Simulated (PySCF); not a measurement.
Species: InMe2H, C2H7In.
Cartesian coordinates in Å at the PBE0-D3(BJ)/def2-SVP level; atoms count from 1:
```
atom  x, y, z in Å
In1   -0.407   -0.725    0.000
C2     1.764   -0.728   -0.012
H3     2.136   -0.265    0.916
H4     2.137   -0.124   -0.854
H5     2.178   -1.743   -0.088
C6    -1.464    1.173    0.010
H7    -1.273    1.712   -0.932
H8    -1.095    1.808    0.831
H9    -2.549    1.038    0.122
H10   -1.302   -2.222    0.011
```

Method: PBE0-D3(BJ)/def2-SVP geometry optimisation, gas phase, def2 core potentials past Kr (PySCF).

Which atoms are bound to In1, and at what distances?

3 atoms: H10 1.744 Å, C2 2.171 Å, C6 2.172 Å. The nearest atom not counted as bound is H3, at 2.74 Å (others tie with it).

List the angles at In1.

```csv
angle,degrees,distance of the outer atoms (Å)
C2–In1–H10,120.8,3.41
C6–In1–H10,120.0,3.40
C2–In1–C6,119.2,3.75
```

What is the shape at In1?

Planar: angles 120.8°, 120.0° and 119.2°, sum 360.0°, 0.00 Å off the plane of its three neighbours.

What are the other bond lengths?

C2–H3 and 5 like bonds 1.101 Å.

What are the rotational constants (commonest isotopes, rigid rotor)?

A = 12416, B = 4302, C = 3328 MHz: an asymmetric top.

Point group: near C2v, missed by 0.22 Å at most; the miss may be what the optimiser left on a soft mode (C2 holds within 0.08 Å). Charge 0, singlet. No frequency check.

The run took 12 s on one thread of an Arm Neoverse V2, on a shared host, and the process peaked at 0.35 GiB of memory. This is the geometry optimisation.
